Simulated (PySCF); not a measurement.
Orbital energies, ionisation energy and electron affinity

B2Cl2H4N2.
Geometry (PBE0-D3(BJ)/def2-SVP, Å), atoms numbered from 1 in this order:
```xyz
10
B2Cl2H4N2 angstrom
N     -1.110   -0.543    0.466
B     -0.186    0.014   -0.444
N     -0.485    1.102   -1.292
B      1.383   -0.670   -0.523
Cl     2.598   -0.060   -1.644
Cl     1.859   -2.018    0.507
H     -2.061   -0.225    0.595
H     -0.854   -1.324    1.053
H      0.205    1.471   -1.930
H     -1.376    1.579   -1.330
```

Level: CAM-B3LYP/def2-SVPD (PySCF). Frontier orbitals with their largest atomic shares (Löwdin; up to four atoms above 4 %):

```tsv
orbital	ε (eV)	main atoms
HOMO−3	-10.71	N1 29 %, N3 29 %, B2 19 %, B4 4 %
HOMO−2	-10.34	Cl6 47 %, Cl5 46 %
HOMO−1	-9.66	B4 24 %, Cl5 22 %, Cl6 22 %, B2 20 %
HOMO	-8.70	?
LUMO	-0.70	B4 44 %, Cl5 16 %, Cl6 16 %, B2 14 %
LUMO+1	0.68	B2 40 %, B4 18 %, Cl6 7 %, Cl5 7 %
LUMO+2	1.21	B4 28 %, Cl6 18 %, Cl5 18 %, B2 12 %
```

Problem. What vertical ionisation energy does ΔSCF give, and how far is −ε(HOMO) from it?

Solution. ΔSCF: 9.56 eV (923 kJ/mol; threshold wavelength 130 nm); ⟨S²⟩ of the doublet left behind is 0.785, against 0.75 for a pure doublet. −ε(HOMO) is 8.70 eV, 0.86 eV below it. In exact Kohn–Sham theory the two would be equal; CAM-B3LYP (range-separated hybrid) falls short of its own ΔSCF value by 9 %.

Problem. On which atoms does the HOMO lie?

Solution. N3 (boron-bound nitrogen) 38 %, N1 (boron-bound nitrogen) 38 %, B2 (three-coordinate boron) 9 %, so no atom holds as much as 40 %. The HOMO−1 lies 0.96 eV lower.

Problem. And the vertical electron affinity, the fundamental gap, Mulliken's electronegativity and the hardness (with the factor ½)?

Solution. EA = 0.06 eV by ΔSCF (−ε(LUMO) = 0.70 eV). IE − EA = 9.50 eV against an orbital gap of 8.00 eV; (IE + EA)/2 = 4.81 eV; (IE − EA)/2 = 4.75 eV.

Problem. The lowest singlet excitation (vertical TDDFT, same level) lies at 4.96 eV. How far is it below IE − EA?

Solution. IE − EA = 9.50 eV, so by 4.54 eV.

Problem. Shift the occupied levels rigidly so that −ε(HOMO) equals the ΔSCF value. What binding energies result?

Solution. The shift is +0.86 eV: HOMO 9.56, HOMO−1 10.52, HOMO−2 11.20, HOMO−3 11.57 eV. A rigid shift is only a rough guide to the deeper ionisations.

Isolated species at its PBE0-D3(BJ)/def2-SVP geometry, gas phase.
